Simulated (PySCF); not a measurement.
A ladder of Hamiltonians for Cu¹¹⁺ (copper, charge +11)

Occupied: 1s1/2, 2s1/2, 2p1/2, 2p3/2, 3s1/2, 3p1/2, 3p3/2. Hartree-Fock calculated with PySCF 2.14 in an even-tempered Gaussian basis (18 s from 0.32 bohr⁻², ratio 2.7; 13 p from 0.38 bohr⁻², ratio 2.7), Gaussian nucleus throughout. NR is non-relativistic, sf-X2C the spin-free one-electron X2C Hamiltonian, X2C adds the bare one-electron spin-orbit term, X2C-SNSO screens it by Boettger's factors, DC is four-component Dirac-Coulomb, and the Gaunt and Breit terms are added at first order (total energies over the DC spinors, levels after relaxing the spinors in that mean field). QED terms are absent. Levels marked empty are virtual spinors of this ion; the basis has s and p functions only, so 3d, which can lie below the n = 4 levels, is absent.

```tsv
level (eV)	NR	sf-X2C	X2C	X2C-SNSO
1s1/2	-9271.9	-9371.6	-9371.5	-9371.5
2s1/2	-1442.1	-1464.3	-1464.3	-1464.3
2p1/2	-1300.2	-1304.4	-1319.6	-1318.5
2p3/2	-1300.2	-1304.4	-1297.0	-1297.5
3s1/2	-417.97	-422.58	-422.57	-422.58
3p1/2	-367.09	-368.16	-370.86	-370.67
3p3/2	-367.09	-368.16	-366.84	-366.93
4s1/2 (empty)	-163.74	-165.02	-165.02	-165.02
4p1/2 (empty)	-148.86	-149.23	-149.91	-149.86
4p3/2 (empty)	-148.86	-149.23	-148.90	-148.92
```

Problem. Where do the four-component calculations put these levels?

Solution. 1s1/2: DC -9376.1, DC+Gaunt -9364.5, DC+Breit -9365.2; 2s1/2: DC -1464.7, DC+Gaunt -1463.9, DC+Breit -1463.9; 2p1/2: DC -1318.6, DC+Gaunt -1317.1, DC+Breit -1317.2; 2p3/2: DC -1297.8, DC+Gaunt -1296.7, DC+Breit -1296.9; 3s1/2: DC -422.65, DC+Gaunt -422.51, DC+Breit -422.52; 3p1/2: DC -370.66, DC+Gaunt -370.42, DC+Breit -370.45; 3p3/2: DC -366.98, DC+Gaunt -366.82, DC+Breit -366.85; 4s1/2 (empty): DC -165.04, DC+Gaunt -165.00, DC+Breit -165.01; 4p1/2 (empty): DC -149.86, DC+Gaunt -149.79, DC+Breit -149.80; 4p3/2 (empty): DC -148.93, DC+Gaunt -148.89, DC+Breit -148.90 (eV).

| Hamiltonian | E (hartree) | E − E(DC) (hartree) | CPU seconds |
| --- | --- | --- | --- |
| NR | -1591.2573 | 14.6975 | 0.2 |
| sf-X2C | -1605.6664 | 0.2884 | 0.12 |
| X2C | -1605.7167 | 0.2381 | 0.18 |
| X2C-SNSO | -1605.7099 | 0.2449 | 0.17 |
| DC | -1605.9548 | 0.0000 | 7.5 |
| DC+Gaunt | -1605.2084 | 0.7464 | 12 |
| DC+Breit | -1605.2757 | 0.6791 | 38 |

Weight of the small component: 1s1/2 0.0109, 2s1/2 0.00211, 2p1/2 0.00207, 2p3/2 0.00204, 3s1/2 0.000578, 3p1/2 0.000542, 3p3/2 0.000535, 4s1/2 0.000200, 4p1/2 0.000185, 4p3/2 0.000183.

Koopmans' value for the highest occupied level at DC+Breit: 366.85 eV, against an ionisation energy of 367 ± 0.9 eV (semi-empirical (NIST evaluation); NIST Atomic Spectra Database, ionization energies); the former lacks relaxation, correlation, QED and recoil.

The whole ladder took 60 s of wall time on 1 thread of Intel(R) Xeon(R) 6975P-C (shared host), launched as `OMP_NUM_THREADS=1 python relrun2.py TASK.json OUT` (a driver that calls PySCF for each Hamiltonian).

Dirac-Coulomb iterations, started from the X2C spinors:

```
with_ssss True, with_gaunt False, with_breit False
light speed = 137.03599967994
init E= -1604.79202785581
cycle= 1 E= -1605.95476989901  delta_E= -1.16  |g|= 0.215  |ddm|= 0.0278
cycle= 2 E= -1605.95480689394  delta_E= -3.7e-05  |g|= 0.00538  |ddm|= 0.00493
cycle= 3 E= -1605.95480729206  delta_E= -3.98e-07  |g|= 0.000597  |ddm|= 0.000811
cycle= 4 E= -1605.95480729766  delta_E= -5.6e-09  |g|= 4.39e-06  |ddm|= 8.74e-05
```
